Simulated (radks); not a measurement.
The numbers below are computed, except where a source is named.
Problem. Species: Si4+. Configuration: [Ne]. Code: a radial shooting solver on a logarithmic mesh with Libxc functionals. Model: scalar-relativistic Kohn-Sham, r2SCAN, spin-polarised, spherical densities, finite nucleus; meta-GGA in the generalised Kohn-Sham scheme; Fermi nuclear charge, rms radius 3.1224 fm. Some entries of the table are withheld. Estimate them.

| orbital | occ. | eigenvalue (eV) | <r^2> (bohr^2) | <r> (bohr) |
|---|---|---|---|---|
| 1s | 2 | (1) | (2) | 0.1112 |
| 2s | 2 | -196.2637 | (3) | (4) |
| 2p | 6 | -150.4598 | (5) | 0.5300 |

Solution. 
(1) 1s eigenvalue (eV): -1852.134
(2) 1s <r^2> (bohr^2): 0.01667
(3) 2s <r^2> (bohr^2): 0.3771
(4) 2s <r> (bohr): 0.5625
(5) 2p <r^2> (bohr^2): 0.3519
